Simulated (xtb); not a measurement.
xtb input (GFN1-xTB):

```bash
xtb mol.xyz --gfn 1 --sp --chrg 0 --uhf 0
```
mol.xyz:
```
15

B     -0.01049030    -0.01858023    -0.00215015
C      0.30878618     1.51744915     0.18510642
O     -1.26763648    -0.54728946    -0.04670678
C     -2.44406678     0.23117027     0.07140545
O      0.97490848    -0.95548907    -0.13683678
C      2.34994507    -0.62131328    -0.11874164
H      0.89505680     1.89597293    -0.65771256
H     -0.57477434     2.14722632     0.27947724
H      0.92510562     1.67851801     1.07479428
H     -3.29328020    -0.44713334     0.00099730
H     -2.48917882     0.74891589     1.03319229
H     -2.51976907     0.97028895    -0.73053113
H      2.91459916    -1.54402723    -0.24434916
H      2.60898232     0.06136030    -0.93282634
H      2.63954722    -0.15982936     0.82943587
```

Output:

```
           -------------------------------------------------
          |                Calculation Setup                |
           -------------------------------------------------

           -------------------------------------------------
          |                 G F N 1 - x T B                 |
           -------------------------------------------------

        Reference                      10.1021/acs.jctc.7b00118
      * Hamiltonian:
        H0-scaling (s, p, d)           1.850000    2.250000    2.000000
        zeta-weighting                 0.000000
      * Dispersion:
        s8                             2.400000
        a1                             0.630000
        a2                             5.000000
        s9                             0.000000
      * Repulsion:
        kExp                           1.500000
        rExp                           1.000000
      * Coulomb:
        alpha                          2.000000
        third order                    atomic
        anisotropic                    false
      * Halogen bond correction:
        rad-scale                      1.300000
        damping                        0.440000

          ...................................................
          :                      SETUP                      :
          :.................................................:
          :  # basis functions                  42          :
          :  # atomic orbitals                  42          :
          :  # shells                           30          :
          :  # electrons                        36          :
          :  # halogen bonds                     0          :
          :  max. iterations                   250          :
          :  Hamiltonian                  GFN1-xTB          :
          :  restarted?                      false          :
          :  GBSA solvation                  false          :
          :  PC potential                    false          :
          :  electronic temp.          300.0000000     K    :
          :  accuracy                    1.0000000          :
          :  -> integral cutoff          0.2500000E+02      :
          :  -> integral neglect         0.1000000E-07      :
          :  -> SCF convergence          0.1000000E-05 Eh   :
          :  -> wf. convergence          0.2000000E-04 e    :
          :  Broyden damping             0.4000000          :
          :  net charge                          0          :
          :  unpaired electrons                  0          :
          ...................................................

 iter      E             dE          RMSdq      gap      omega  full diag
   1    -22.2018784 -0.222019E+02  0.796E+00    7.80       0.0  T
   2    -22.3087358 -0.106857E+00  0.462E+00    7.77       1.0  T
   3    -22.3093119 -0.576022E-03  0.126E+00    7.13       1.0  T
   4    -22.3117319 -0.242007E-02  0.409E-01    7.66       1.0  T
   5    -22.3140335 -0.230154E-02  0.449E-02    7.47       1.0  T
   6    -22.3140515 -0.180548E-04  0.140E-02    7.46       1.8  T
   7    -22.3140531 -0.157697E-05  0.945E-04    7.45      27.3  T
   8    -22.3140531 -0.851110E-08  0.317E-04    7.45      81.5  T
   9    -22.3140531 -0.339028E-09  0.108E-04    7.45     238.4  T
  10    -22.3140531 -0.990603E-10  0.689E-05    7.45     374.5  T

   *** convergence criteria satisfied after 10 iterations ***

         #    Occupation            Energy/Eh            Energy/eV
      -------------------------------------------------------------
         1        2.0000           -0.7786023             -21.1868
       ...           ...                  ...                  ...
        12        2.0000           -0.5148414             -14.0095
        13        2.0000           -0.5093783             -13.8609
        14        2.0000           -0.5035967             -13.7036
        15        2.0000           -0.4900805             -13.3358
        16        2.0000           -0.4839925             -13.1701
        17        2.0000           -0.4601970             -12.5226
        18        2.0000           -0.4412739             -12.0077 (HOMO)
        19                         -0.1674763              -4.5573 (LUMO)
        20                         -0.1428794              -3.8879
        21                         -0.1384141              -3.7664
        22                         -0.1176750              -3.2021
        23                         -0.0830052              -2.2587
       ...                                ...                  ...
        42                          0.6081257              16.5479
      -------------------------------------------------------------
                  HL-Gap            0.2737975 Eh            7.4504 eV
             Fermi-level           -0.3043751 Eh           -8.2825 eV

 SCC (total)                   0 d,  0 h,  0 min,  0.015 sec
 SCC setup                      ...        0 min,  0.000 sec (  0.668%)
 Dispersion                     ...        0 min,  0.000 sec (  0.338%)
 classical contributions        ...        0 min,  0.000 sec (  0.141%)
 integral evaluation            ...        0 min,  0.003 sec ( 19.905%)
 iterations                     ...        0 min,  0.005 sec ( 33.342%)
 molecular gradient             ...        0 min,  0.007 sec ( 44.615%)
 printout                       ...        0 min,  0.000 sec (  0.912%)

         :::::::::::::::::::::::::::::::::::::::::::::::::::::
         ::                     SUMMARY                     ::
         :::::::::::::::::::::::::::::::::::::::::::::::::::::
         :: total energy             -22.102976408543 Eh    ::
         :: gradient norm              0.019370414689 Eh/a0 ::
         :: HOMO-LUMO gap              7.450409661710 eV    ::
         ::.................................................::
         :: SCC energy               -22.314053116169 Eh    ::
         :: -> electrostatic           0.074188969854 Eh    ::
         :: repulsion energy           0.215575595573 Eh    ::
         :: dispersion energy         -0.004498887947 Eh    ::
         :: halogen bond corr.         0.000000000000 Eh    ::
         :: add. restraining           0.000000000000 Eh    ::
         :: total charge               0.000000000000 e     ::
         :::::::::::::::::::::::::::::::::::::::::::::::::::::

           -------------------------------------------------
          |                Property Printout                |
           -------------------------------------------------

    * Orbital Energies and Occupations

         #    Occupation            Energy/Eh            Energy/eV
      -------------------------------------------------------------
         1        2.0000           -0.7786023             -21.1868
       ...           ...                  ...                  ...
         6        2.0000           -0.6038014             -16.4303
         7        2.0000           -0.5930675             -16.1382
         8        2.0000           -0.5905275             -16.0691
         9        2.0000           -0.5789877             -15.7551
        10        2.0000           -0.5702721             -15.5179
        11        2.0000           -0.5519923             -15.0205
        12        2.0000           -0.5148414             -14.0095
        13        2.0000           -0.5093783             -13.8609
        14        2.0000           -0.5035967             -13.7036
        15        2.0000           -0.4900805             -13.3358
        16        2.0000           -0.4839925             -13.1701
        17        2.0000           -0.4601970             -12.5226
        18        2.0000           -0.4412739             -12.0077 (HOMO)
        19                         -0.1674763              -4.5573 (LUMO)
        20                         -0.1428794              -3.8879
        21                         -0.1384141              -3.7664
        22                         -0.1176750              -3.2021
        23                         -0.0830052              -2.2587
        24                         -0.0783319              -2.1315
        25                         -0.0745144              -2.0276
        26                         -0.0643814              -1.7519
        27                         -0.0410787              -1.1178
        28                         -0.0334376              -0.9099
        29                          0.0555757               1.5123
       ...                                ...                  ...
        42                          0.6081257              16.5479
      -------------------------------------------------------------
                  HL-Gap            0.2737975 Eh            7.4504 eV
             Fermi-level           -0.3043751 Eh           -8.2825 eV

  Mulliken/CM5 charges         n(s)   n(p)   n(d)
     1B     0.55176  0.38528   0.831  1.618  0.000
     2C    -0.22379 -0.30582   1.035  3.189  0.000
     3O    -0.45825 -0.48672   1.659  4.799  0.000
     4C     0.17207  0.05741   0.966  2.862  0.000
     5O    -0.45930 -0.48832   1.660  4.799  0.000
     6C     0.17202  0.05767   0.966  2.862  0.000
     7H     0.03816  0.09578   0.962  0.000  0.000
     8H     0.03116  0.08929   0.969  0.000  0.000
     9H     0.03816  0.09578   0.962  0.000  0.000
    10H     0.03166  0.09202   0.968  0.000  0.000
    11H     0.01896  0.07914   0.981  0.000  0.000
    12H     0.01896  0.07914   0.981  0.000  0.000
    13H     0.03132  0.09166   0.969  0.000  0.000
    14H     0.01855  0.07884   0.981  0.000  0.000
    15H     0.01855  0.07884   0.981  0.000  0.000

Wiberg/Mayer (AO) data.
largest (>0.10) Wiberg bond orders for each atom

 ---------------------------------------------------------------------------
     #   Z sym  total        # sym  WBO       # sym  WBO       # sym  WBO
 ---------------------------------------------------------------------------
     1   5 B    3.255 --     3 O    1.107     5 O    1.104     2 C    0.973
     2   6 C    3.967 --     8 H    0.984     1 B    0.973     9 H    0.972
                             7 H    0.972
     3   8 O    2.181 --     1 B    1.107     4 C    0.946
     4   6 C    3.917 --    10 H    0.986    12 H    0.983    11 H    0.983
                             3 O    0.946
     5   8 O    2.178 --     1 B    1.104     6 C    0.948
     6   6 C    3.918 --    13 H    0.986    15 H    0.982    14 H    0.982
                             5 O    0.948
     7   1 H    1.001 --     2 C    0.972
     8   1 H    1.001 --     2 C    0.984
     9   1 H    1.001 --     2 C    0.972
    10   1 H    1.018 --     4 C    0.986
    11   1 H    1.011 --     4 C    0.983
    12   1 H    1.011 --     4 C    0.983
    13   1 H    1.018 --     6 C    0.986
    14   1 H    1.010 --     6 C    0.982
    15   1 H    1.010 --     6 C    0.982
 ---------------------------------------------------------------------------

Topologies differ in total number of bonds
Writing topology from bond orders to xtbtopo.mol

 dipole moment from electron density (au)
     X       Y       Z
   0.2316   1.1408   0.1392  total (Debye):    2.980

           -------------------------------------------------
          | TOTAL ENERGY              -22.102976408543 Eh   |
          | GRADIENT NORM               0.019370414689 Eh/α |
          | HOMO-LUMO GAP               7.450409661710 eV   |
           -------------------------------------------------

------------------------------------------------------------------------
------------------------------------------------------------------------
 total:
 SCF:
Note: The following floating-point exceptions are signalling: IEEE_DENORMAL
normal termination of xtb
```
